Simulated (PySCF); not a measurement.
## Eu(III) with more and more NH3

Computed with PySCF 2.14.0, PBE0, def2-SVP on the ligands, density fitting, scalar-relativistic core potentials, no spin-orbit coupling, vacuum. The metal has lcecp-1-SVP with ECP52. Each complex is relaxed within the symmetry of its template. Distances are means of the shortest metal–ligand contacts, charges and spins Mulliken's; removal energies are rigid, with the ligand's formal charge and no counterpoise, so too large; for an anion taken off a cation in vacuum most of it is the attraction of opposite charges, and multiply charged cations can part far more cheaply with an electron moved from ligand to metal. lcecp potentials hold a fixed number of 4f electrons in the core, out of states, spins and gaps.

```csv
complex,point group,M–NH3 (Å),charge on M (e),removal of one NH3 (eV),unstable modes (below −25 cm⁻¹)
[Eu(NH3)]3+,C3v,2.355,2.48,5.59,0
[Eu(NH3)4]3+,C2v,2.475,1.63,3.45,4
```

Problem. What does the calculation give for [Eu(NH3)3]3+?

Solution. point group: C3, M–NH3 (Å): 2.440, charge on M (e): 1.85, removal of one NH3 (eV): 3.95, unstable modes (below −25 cm⁻¹): 3 (soft).
```xyz
13

Eu    0.0000    0.0000    0.7399
N     2.3150   -0.0004   -0.0296
H     3.0101   -0.2898    0.6842
H     2.5350   -0.6268   -0.8256
H     2.6864    0.9129   -0.3486
N    -1.1572    2.0050   -0.0296
H    -1.2541    2.7517    0.6842
H    -0.7247    2.5088   -0.8256
H    -2.1338    1.8701   -0.3486
N    -1.1578   -2.0047   -0.0296
H    -1.7560   -2.4620    0.6842
H    -1.8103   -1.8820   -0.8256
H    -0.5526   -2.7830   -0.3486
```

The more ligands, the longer each bond and the weaker the last ligand is held.

Members with unstable modes aren't minima as they stand: saddle points kept by symmetry or, where the modes are soft, flat surfaces and noise. Moved off a saddle point of the template and relaxed again: [Eu(NH3)3]3+. One start shape was tried for each, so a minimum needn't be the lowest isomer.
